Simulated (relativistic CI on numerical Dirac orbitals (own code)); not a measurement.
**Charge states of indium**

Computed by Dirac-Coulomb-Breit CI, KLI orbitals optimised for each configuration, model QED (radiative potential, 1s self-energy scaled to tabulated hydrogen-like ionisation energies), valence Slater integrals scaled by 0.9 (own radial code, finite nucleus).

Each species is treated in one configuration, given outside its closed core. Radial values are for the open shell of highest l, unscaled and averaged over j; ζ includes the Breit term. Labels give the leading LS character, summed over repeated terms.

```
  Ion  Configuration  Its lowest level  LS weight (%)  ⟨r⟩ (bohr)  ⟨r²⟩ (bohr²)   ζ (cm⁻¹)       Next level    E (cm⁻¹)
In²⁴⁺            3d⁷             ⁴F9/2             82       0.301        0.1061      27480  J = 3/2 (mixed)       56182
In²⁵⁺            3d⁶               ⁵D4             74      0.2969         0.103      28370    J = 2 (mixed)       32504
In²⁶⁺            3d⁵             ⁶S5/2             76      0.2929        0.1001      29290  J = 5/2 (mixed)       80836
In²⁷⁺            3d⁴               ⁵D0             53      0.2891       0.09732      30220              ⁵D1       39315
In²⁸⁺            3d³             ⁴F3/2             75      0.2854       0.09468      31190            ⁴F5/2       47757
In²⁹⁺            3d²               ³F2             85      0.2817       0.09216      32170              ³F3       68211
In³⁰⁺             3d             ²D3/2            100      0.2782       0.08976      33190            ²D5/2       83204
In³¹⁺         3s²3p⁶               ¹S0            100                                                                  
In³²⁺         3s²3p⁵            ²P°3/2            100      0.3064        0.1084     264000           ²P°1/2      396640
In³³⁺         3s²3p⁴               ³P2             74       0.304        0.1066     269000              ¹S0       87770
In³⁴⁺         3s²3p³   J = 3/2 (mixed)             42      0.3016         0.105     274000           ⁴S°3/2      351730
In³⁵⁺         3s²3p²               ³P0             75      0.2993        0.1034     279100              ³P1      367270
In³⁶⁺          3s²3p            ²P°1/2            100       0.297        0.1018     284300           ²P°3/2      427160
In³⁷⁺            3s²               ¹S0            100                                                                  
In³⁸⁺             3s             ²S1/2            100       0.303        0.1045                                        
In³⁹⁺         2s²2p⁶               ¹S0            100                                                                  
In⁴⁰⁺         2s²2p⁵            ²P°3/2            100      0.1083       0.01424  1.168e+06           ²P°1/2  1.7558e+06
In⁴¹⁺         2s²2p⁴               ³P2             71      0.1073       0.01397  1.193e+06              ¹S0      261740
In⁴²⁺         2s²2p³   J = 3/2 (mixed)             45      0.1064       0.01371  1.219e+06           ⁴S°3/2  1.6569e+06
In⁴³⁺         2s²2p²               ³P0             72      0.1054       0.01346  1.245e+06              ³P1  1.7193e+06
In⁴⁴⁺          2s²2p            ²P°1/2            100      0.1045       0.01322  1.271e+06           ²P°3/2  1.9096e+06
In⁴⁵⁺            2s²               ¹S0            100                                                                  
In⁴⁶⁺             2s             ²S1/2            100      0.1198       0.01687                                        
In⁴⁷⁺            1s²               ¹S0            100
```
